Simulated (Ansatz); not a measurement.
Abstraction of H: C3H6O + GeF3 → C3H5O + GeHF3

Species: C3H6O (methoxyethene) `C=COC`, singlet; GeF3 `[F][Ge]([F])[F]`, doublet; C3H5O `[CH2]OC=C`, doublet; GeHF3 `[F][GeH]([F])[F]`, singlet. A radical takes H: the energy is the difference in strength between the C–H bond broken and the Ge–H bond made.

Shapes, held fixed at every level: PBE0-D4/def2-TZVP. Flexible molecules stand in one conformer, not always the lowest. Programs: Ansatz 0.2.0. The zero-point and thermal change to 298 K, harmonic and unscaled (PBE0-D4/def2-TZVP), is -15.1 kJ/mol.

```csv
level,kind,ΔH(298 K) (kJ/mol),less CCSD(T)/def2-TZVPP
MP2/def2-TZVPP,perturbation theory,+53.6,+14.6
HF/def2-SVP,Hartree–Fock,+15.7,-23.3
wB97X-V/def2-TZVPP,range-separated hybrid,+43.1,+4.1
CCSD(T)/def2-SVP,coupled cluster or CI,+37.3,-1.7
CCSD/def2-SVP,coupled cluster or CI,+34.3,-4.7
CCSD/def2-TZVPP,coupled cluster or CI,+35.2,-3.8
CCSD(T)/def2-TZVPP,coupled cluster or CI,+39.0,0.0
```

The highest level, CCSD(T)/def2-TZVPP, gives ΔH(298 K) = +39.0 kJ/mol; the levels span +15.7 to +53.6. The column of differences is taken from that level and isn't an error. No measured value is set beside it here. Spin contamination: C3H5O (⟨S²⟩ up to 0.78). Open shells run unrestricted. Relativity is left out for Ge. Outer-core shells of Ge are correlated, in sets that cover them unevenly.
